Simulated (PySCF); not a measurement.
A calculated (r2SCAN, PySCF 2.14, cc-pVTZ-DK, the spin-free X2C one-electron Hamiltonian (Gaussian nucleus)) atom or ion has these occupied shells.

```
shell  electrons  orbital energy (eV)  rms radius, mean of both spins (bohr)
 1s β          1              -5904.7                                 0.0734
 1s α          1              -5904.7                                 0.0734
 2s α          1              -681.36                                  0.318
 2s β          1              -679.24                                  0.318
 2p α          3              -572.14                                  0.288
 2p β          3              -570.51                                  0.288
 3s α          1              -84.969                                  0.973
 3s β          1              -79.211                                  0.973
 3p α          3              -55.318                                   1.06
 3p β          3              -49.527                                   1.06
 3d α          5              -11.000                                   1.58
```

(1) Name the element and its charge.

## Answers

(1) Cr⁺ (chromium, charge +1), in [Ar] 3d5, high-spin 6S determinant.
